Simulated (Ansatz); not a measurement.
Geometry optimisation, UKS BHLYP/def2-SVP in Ansatz.

Input:

```yaml
crystal:
  periodic: [false, false, false]
  atoms:
    - { symbol: Ge, position_ang: [0.008806, 0.0, -0.074806] }
    - { symbol: H, position_ang: [0.05472, 0.0, 1.469277] }
    - { symbol: H, position_ang: [1.440747, 0.0, -0.60981] }
    - { symbol: H, position_ang: [-0.728448, 1.252157, -0.54922] }
    - { symbol: H, position_ang: [-0.728448, -1.252157, -0.54922] }
    - { symbol: Cl, position_ang: [-0.045776, 0.0, 4.03518] }
magnetization:
  spin_polarized: true
  initial_magnetization: 1
basis:
  gaussian: { orbitals: def2-SVP }
hamiltonian:
  xc: { name: BHLYP }
relax:
  f_tol: 0.03
  max_steps: 50
output:
  orbitals: {}
```

Launched with:

```bash
$ ansatz run input.yaml --threads 2 --pin off --max-ram 3072MiB --backend cpu --events-out ev --progress --plain --runs-dir out
```

Problem. Where does it end, and by what steps?

Solution. The run converged. After 12 steps the energy has fallen by 0.465 eV; H2 moved furthest, 1.10 Å. Parted: Ge1–H2. Joined: H2–Cl6.

```json
{"step": "0", "energy less start (eV)": "0.0000", "largest force component (eV/Å)": "0.153", "accepted": "yes"}
{"step": "1", "energy less start (eV)": "-0.0025", "largest force component (eV/Å)": "0.068", "accepted": "yes"}
{"step": "2", "energy less start (eV)": "-0.0180", "largest force component (eV/Å)": "0.313", "accepted": "yes"}
{"step": "3", "energy less start (eV)": "-0.0383", "largest force component (eV/Å)": "0.417", "accepted": "yes"}
{"step": "4", "energy less start (eV)": "-0.0628", "largest force component (eV/Å)": "0.468", "accepted": "yes"}
{"step": "5", "energy less start (eV)": "-0.0948", "largest force component (eV/Å)": "0.838", "accepted": "yes"}
{"step": "6", "energy less start (eV)": "-0.1428", "largest force component (eV/Å)": "0.939", "accepted": "yes"}
{"step": "7", "energy less start (eV)": "-0.2977", "largest force component (eV/Å)": "0.982", "accepted": "yes"}
{"step": "8", "energy less start (eV)": "-0.3583", "largest force component (eV/Å)": "1.139", "accepted": "yes"}
{"step": "9", "energy less start (eV)": "-0.4420", "largest force component (eV/Å)": "0.504", "accepted": "yes"}
{"step": "10", "energy less start (eV)": "-0.4600", "largest force component (eV/Å)": "0.058", "accepted": "yes"}
{"step": "11", "energy less start (eV)": "-0.4638", "largest force component (eV/Å)": "0.078", "accepted": "yes"}
{"step": "12", "energy less start (eV)": "-0.4648", "largest force component (eV/Å)": "0.023", "accepted": "yes"}
```

```xyz
6
Properties=species:S:1:pos:R:3
Ge 0.022 0.000 -0.329
H 0.157 0.000 2.561
H 1.447 0.000 -0.887
H -0.743 1.268 -0.717
H -0.743 -1.268 -0.717
Cl -0.140 0.000 3.810
```

Whether the end is a true minimum wasn't checked by a vibrational analysis.

Run time: 29 s on 2 threads of Arm Neoverse V1 (shared host), peak memory 0.21 GiB.
